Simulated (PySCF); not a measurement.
# One molecule, several mistakes: AlBH3NSi

All numbers below are calculated, not measured. They come from PySCF 2.14.0, an open-source quantum chemistry program, on an isolated molecule that a program drew, which may never have been made. The molecule is AlBH3NSi (charge 0, singlet), drawn as the SMILES string `[Al][N]=B[SiH3]`.

Each row is a Hartree-Fock (HF) and frozen-core CCSD(T) single point in the cc-pV(D+d)Z basis, meant for a local HF minimum. Run 1 is clean. Each other run has one planted mistake out of seven kinds, and not every kind appears here: one electron removed, one electron added, multiplicity raised by two, geometry at a saddle point, minimal basis STO-3G, one bond length entered in bohr, all coordinates scaled. The reference is restricted for singlets and unrestricted otherwise, and also for a bond in bohr. Adding or removing an electron swaps singlet and doublet. Electrons count all cores. HOMO and LUMO are orbital energies over both spins, the gradient is its largest component, and the lowest frequency (negative if imaginary) is given only where the gradient is small. Bond lengths are over the 6 bonds as drawn. T1 is the CCSD diagnostic: over 0.02 (restricted) or 0.045 (unrestricted) a single reference is doubtful.

Geometry of the clean run:
```xyz
7
AlBH3NSi, angstrom
Al   -1.2734   -4.0273   -3.3577
N    -1.3395   -2.2604   -3.0262
B    -1.3854   -1.0282   -2.7951
Si   -1.4591    0.9489   -2.4242
H    -2.2512    1.1860   -1.1983
H    -2.0948    1.6366   -3.5685
H    -0.0847    1.4611   -2.2362
```

| run | electrons | basis functions | <S^2> | HOMO (eV) | LUMO (eV) | gradient (hartree/bohr) | lowest frequency (cm^-1) | mean bond (Å) | longest bond (Å) | T1 | HF (hartree) | CCSD(T) (hartree) | mistake |
|---|---|---|---|---|---|---|---|---|---|---|---|---|---|
| 1 | 42 | 89 | 0.000 | -8.20 | 1.50 | 1.7e-05 | 78 | 1.5837 | 2.013 | 0.0170 | -611.78334 | -612.22347 | no fault |
| 2 | 42 | 31 | 0.000 | -4.85 | 9.10 | 8.8e-02 | - | 1.5837 | 2.013 | 0.0176 | -604.50182 | -604.73522 | minimal basis STO-3G |
| 3 | 42 | 89 | 0.832 | -8.21 | 0.62 | 8.9e-03 | - | 1.8030 | 2.794 | 0.0492 | -611.67228 | -612.10193 | one bond length entered in bohr |
| 4 | 43 | 89 | 0.848 | 0.40 | 6.04 | 2.6e-02 | - | 1.5837 | 2.013 | 0.0292 | -611.74710 | -612.20347 | ? |
| 5 | 42 | 89 | 0.000 | -8.25 | 1.48 | 1.8e-02 | - | 1.6043 | 2.039 | 0.0175 | -611.78211 | -612.22431 | ? |

**Which mistake was planted in run 4, and what did it cost?**

It counts 43 electrons, one more than the clean run, at the same geometry and basis. So the mistake is: one electron added. Subtracting run 1 and multiplying by 627.51 kcal/mol a hartree, the energy moved by 22.7 kcal/mol in HF and 12.6 kcal/mol in CCSD(T).

**Which mistake was planted in run 5, and what did it cost?**

The mean and the longest bond both change by the same factor, 1.013, and the gradient is no longer small. So the mistake is: all coordinates scaled. Subtracting run 1 and multiplying by 627.51 kcal/mol a hartree, the energy moved by 0.8 kcal/mol in HF and -0.5 kcal/mol in CCSD(T).

Cautions from the logs. Run 3: T1 is over the limit, so its CCSD(T) energy is less reliable; run 4: the HOMO is above zero, so the electron isn't bound and the energy depends on the basis.
